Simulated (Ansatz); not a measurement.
`[PH2][SnH2][SH]` + CH₃SH → `CSP` + `[SH][SnH3]` at 500 K and 1 bar (cleavage of the P–Sn bond).

Gas-phase electronic energies from Ansatz, PBE0-D4/def2-TZVP geometries. CCSD(T)/CBS is the MP2 limit (def2-TZVPP, def2-QZVPP) plus CCSD(T) − MP2 in def2-TZVPP, frozen cores. This one scheme is used for every species. def2 core potentials past Kr. For Sn outer-core shells are correlated without core-valence functions, which leaves a few kJ/mol of doubt a bond. Each species was taken in one conformer, which may not be the lowest.

```json
{"species": "`[PH2][SnH2][SH]`", "CCSD(T)/CBS energy (Eh)": "-955.76196", "H − E (kJ/mol)": "149.8", "S (J/(mol·K))": "424.7"}
{"species": "CH₃SH", "CCSD(T)/CBS energy (Eh)": "-438.22835", "H − E (kJ/mol)": "145.1", "S (J/(mol·K))": "283.7"}
{"species": "`CSP`", "CCSD(T)/CBS energy (Eh)": "-779.77158", "H − E (kJ/mol)": "183.3", "S (J/(mol·K))": "355.7"}
{"species": "`[SH][SnH3]`", "CCSD(T)/CBS energy (Eh)": "-614.20548", "H − E (kJ/mol)": "108.5", "S (J/(mol·K))": "344.0"}
```

H − E and S are ideal-gas, rigid-rotor, harmonic terms from PBE0-D4/def2-TZVP, for one conformer and one mirror image of each species. 1 Eh = 2625.50 kJ/mol, R = 8.31446 J/(mol·K).

Q: By hand: ΔE, ΔH, ΔS and ΔG.

A: ΔE = (-779.77158) + (-614.20548) − (-955.76196) − (-438.22835) = 0.01325 Eh = 34.8 kJ/mol. Δ(H − E) = 183.3 + 108.5 − 149.8 − 145.1 = -3.1, so ΔH = 31.7 kJ/mol. ΔS = 355.7 + 344.0 − 424.7 − 283.7 = -8.7 J/(mol·K). ΔG = 31.7 − 500 × (-8.7)/1000 = 36.0 kJ/mol.

Q: By hand: the equilibrium constant, and the temperature at which ΔG would vanish if ΔH and ΔS stayed fixed.

A: log₁₀ K = −ΔG/(RT ln 10) = -3.8. ΔH and −TΔS have one sign here, so there is no such temperature.

The number of gas molecules stays the same, so ΔS is small and ΔH decides. A doubt of 5 kJ/mol in ΔE shifts log₁₀ K by 0.5 here. Other conformers and mirror images would add mixing entropy, several J/(mol·K) or more a flexible species. Modes under 60 cm⁻¹, often nearly free rotors, make the harmonic entropy too high. These are equilibria of isolated gas molecules and say nothing of rates. Largest T1 diagnostic: 0.013 (customary marks: 0.02 for closed shells, 0.045 for open ones).

ΔS is within the doubt of such terms, so its sign, and with it that verdict, could turn.
